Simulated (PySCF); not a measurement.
C9H14Si, SMILES CC(C)c1ccccc1[SiH3], singlet, GFN2-xTB optimised geometry.

```
24

C     -2.34    -1.91     1.27
C     -1.50    -1.78     0.00
C     -2.38    -1.89    -1.25
C     -0.72    -0.49     0.00
C     -1.40     0.72     0.00
C     -0.73     1.93     0.00
C      0.66     1.94     0.00
C      1.34     0.74     0.00
C      0.68    -0.49     0.00
Si     1.72    -2.07     0.00
H     -3.08    -1.12     1.33
H     -1.70    -1.84     2.15
H     -2.85    -2.87     1.29
H     -0.79    -2.61    -0.02
H     -1.77    -1.80    -2.14
H     -2.88    -2.85    -1.27
H     -3.13    -1.11    -1.26
H     -2.48     0.72     0.00
H     -1.28     2.86     0.00
H      1.20     2.87     0.00
H      2.42     0.75     0.00
H      3.13    -1.68     0.01
H      1.46    -2.86    -1.20
H      1.44    -2.87     1.20
```

Density from CAM-B3LYP/def2-SVP (PySCF 2.14.0) at that geometry.

Minimum of the electron density along straight lines between bonded atoms, close to the bond critical point (lines longer than 1.1 times the sum of covalent radii, or with two minima, are not listed):

| bond | length / Å | ρ at the minimum / e bohr⁻³ | ∇²ρ there / e bohr⁻⁵ | position (fraction from the first atom) |
|---|---|---|---|---|
| C1–C2 | 1.530 | 0.244 | -0.56 | 0.50 |
| C2–C3 | 1.530 | 0.244 | -0.56 | 0.50 |
| C2–C4 | 1.510 | 0.257 | -0.62 | 0.49 |
| C4–C5 | 1.390 | 0.312 | -0.80 | 0.50 |
| C5–C6 | 1.382 | 0.316 | -0.83 | 0.50 |
| C6–C7 | 1.384 | 0.315 | -0.83 | 0.50 |
| C7–C8 | 1.381 | 0.317 | -0.83 | 0.50 |
| C4–C9 | 1.398 | 0.305 | -0.76 | 0.50 |
| C8–C9 | 1.394 | 0.308 | -0.78 | 0.51 |
| C9–Si10 | 1.890 | 0.114 | 0.33 | 0.62 |
| C1–H11 | 1.087 | 0.277 | -1.02 | 0.63 |
| C1–H12 | 1.088 | 0.277 | -1.03 | 0.63 |
| C1–H13 | 1.088 | 0.277 | -1.02 | 0.63 |
| C2–H14 | 1.095 | 0.277 | -1.00 | 0.62 |
| C3–H15 | 1.088 | 0.277 | -1.03 | 0.63 |
| C3–H16 | 1.088 | 0.277 | -1.02 | 0.63 |
| C3–H17 | 1.087 | 0.277 | -1.02 | 0.63 |
| C5–H18 | 1.081 | 0.283 | -1.08 | 0.63 |
| C6–H19 | 1.081 | 0.284 | -1.09 | 0.63 |
| C7–H20 | 1.081 | 0.283 | -1.08 | 0.63 |
| C8–H21 | 1.081 | 0.284 | -1.09 | 0.63 |
| Si10–H22 | 1.464 | 0.117 | 0.34 | 0.49 |
| Si10–H23 | 1.467 | 0.116 | 0.33 | 0.49 |
| Si10–H24 | 1.467 | 0.117 | 0.33 | 0.49 |
